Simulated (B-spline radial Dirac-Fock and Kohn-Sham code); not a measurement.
**Subshell photoionisation cross sections of Cr¹⁷⁺ against photon energy**

System: the Cr¹⁷⁺ ion, [He] 2s2 2p3.

Calculated with a radial atomic solver, using a relativistic central-field model (Hartree-Slater potential of the initial state, Latter tail, multipole expansion of the photon field, Dirac-Fock thresholds). Values are in kb per electron; a dash marks an energy below the computed threshold. Values for outer subshells far above threshold carry numerical ripple of a few per cent.

| hν (eV) | 1s | 2s | 2p1/2 | 2p3/2 |
| --- | --- | --- | --- | --- |
| 2000 | – | 18.7 | 15.0 | 14.5 |
| 2984.4 | – | 8.06 | 4.27 | 4.10 |
| 6020 | – | 1.57 | 0.430 | 0.405 |
| 7490 | 11.8 | 0.920 | 0.208 | 0.195 |
| 7780 | 10.7 | 0.837 | 0.183 | 0.171 |
| 8047.8 | 9.75 | 0.769 | 0.163 | 0.153 |
| 25500 | 0.385 | 0.0350 | 0.00264 | 0.00237 |
| 31300 | 0.210 | 0.0195 | 0.00123 | 0.00109 |
| 59318.2 | 0.0305 | 0.00295 | 0.000112 | 9.52e-05 |
| 79600 | 0.0123 | 0.00121 | 3.70e-05 | 3.09e-05 |
| 150000 | 0.00173 | 0.000174 | 3.60e-06 | 2.83e-06 |

At 150000 eV the multipoles beyond E1 give 36.6 % of 1s, 36.8 % of 2s, 51.5 % of 2p1/2, 48.4 % of 2p3/2.
